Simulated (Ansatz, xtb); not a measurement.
# Two isomers of C6H6F2O

We compare a, `C#C/C(C)=C(/O)C(F)F`, a singlet, with b, `C#C[C@@H](C)C(=O)C(F)F`, a singlet. Both are isolated molecules in the gas phase, relaxed with PBE-D3(BJ)/def2-SVP; the shapes shown needn't be the lowest conformers.

a (Å):

```xyz
15

C    -0.5956    3.8080   -0.1295
C    -0.6473    2.6861    0.3676
C    -0.7563    1.4109    0.9935
C    -1.7310    1.2554    2.1365
C    -0.0019    0.3584    0.5520
C     0.9487    0.4626   -0.6145
F     1.9998   -0.4117   -0.3777
F     0.3547    0.0489   -1.7748
O    -0.1076   -0.8755    1.1026
H    -0.5462    4.7910   -0.5756
H    -2.7750    1.3817    1.7814
H    -1.6362    0.2571    2.6008
H    -1.5549    2.0332    2.9070
H     0.6550   -1.3979    0.7753
H     1.3534    1.4854   -0.7589
```

b (Å):

```xyz
15

C    -2.3759   -0.8992   -1.4078
C    -1.9047    0.0660   -0.8240
C    -1.3768    1.2096   -0.0759
C    -2.4688    1.9653    0.6965
C    -0.2832    0.6928    0.8840
C     1.1117    0.4691    0.2621
F     1.0408   -0.3161   -0.8455
F     1.5855    1.6990   -0.1172
O    -0.4558    0.5127    2.0712
H    -2.7841   -1.7484   -1.9373
H    -0.8679    1.8921   -0.7942
H    -2.9128    1.3070    1.4664
H    -2.0388    2.8502    1.2051
H    -3.2657    2.2992    0.0062
H     1.8059    0.0188    1.0063
```

Problem. Estimate which is lower in electronic energy at CCSD(T)/def2-SVP + ΔMP2/def2-TZVPP, and by roughly how much.

Solution. CCSD(T)/def2-SVP + ΔMP2/def2-TZVPP gives E(b) − E(a) = −3.90 kJ/mol, slightly favouring structure b, which is too small a margin to settle the true order.

How the difference moves with the method:

```json
{"level": "GFN2-xTB", "geometry": "GFN2-xTB", "E(b) − E(a) (kJ/mol)": "+12.33", "departure from the last row (kJ/mol)": "+16.23", "job, with rough time for the two": "optimisation, 0.35 s"}
{"level": "HF/STO-3G", "geometry": "GFN2-xTB", "E(b) − E(a) (kJ/mol)": "−41.03", "departure from the last row (kJ/mol)": "−37.13", "job, with rough time for the two": "single point, 1.2 s"}
{"level": "r2SCAN-D4/def2-SVP", "geometry": "GFN2-xTB", "E(b) − E(a) (kJ/mol)": "+5.15", "departure from the last row (kJ/mol)": "+9.05", "job, with rough time for the two": "single point, 14 s"}
{"level": "PBE-D3(BJ)/def2-SVP", "geometry": "PBE-D3(BJ)/def2-SVP", "E(b) − E(a) (kJ/mol)": "+6.47", "departure from the last row (kJ/mol)": "+10.37", "job, with rough time for the two": "optimisation, 2 min"}
{"level": "HF/def2-SVP", "geometry": "PBE-D3(BJ)/def2-SVP", "E(b) − E(a) (kJ/mol)": "−25.91", "departure from the last row (kJ/mol)": "−22.01", "job, with rough time for the two": "part of the CCSD(T) run"}
{"level": "MP2/def2-SVP", "geometry": "PBE-D3(BJ)/def2-SVP", "E(b) − E(a) (kJ/mol)": "−15.53", "departure from the last row (kJ/mol)": "−11.63", "job, with rough time for the two": "part of the CCSD(T) run"}
{"level": "CCSD(T)/def2-SVP", "geometry": "PBE-D3(BJ)/def2-SVP", "E(b) − E(a) (kJ/mol)": "−18.46", "departure from the last row (kJ/mol)": "−14.56", "job, with rough time for the two": "single point"}
{"level": "CCSD(T)/def2-SVP + ΔMP2/def2-TZVPP", "geometry": "PBE-D3(BJ)/def2-SVP", "E(b) − E(a) (kJ/mol)": "−3.90", "departure from the last row (kJ/mol)": "", "job, with rough time for the two": "single point, 8.5 min"}
```

As drawn, b has 1 C–C, 1 C=O, 1 C–H in place of 1 C=C, 1 C–O, 1 O–H.

The largest departure from CCSD(T)/def2-SVP + ΔMP2/def2-TZVPP is that of HF/STO-3G, 37.13 kJ/mol. The last row adds to CCSD(T) the change of the MP2 difference between the two basis sets, here +14.56 kJ/mol, a large step that makes the value less sure.

With thermal terms from frequencies at re-optimised GFN2-xTB minima (ideal gas, soft modes damped towards free rotors, one conformer each, 298.15 K, 1 atm): on the last row, ΔE + ΔZPE = −1.70, ΔH = −2.43, ΔG = −1.25 kJ/mol.

The correlated steps freeze 9 core orbitals. Mirror images aren't counted in ΔG. Programs: Ansatz 0.2.0, xtb 6.7.1; the last row on 2 threads of Arm Neoverse N1 on a shared host.
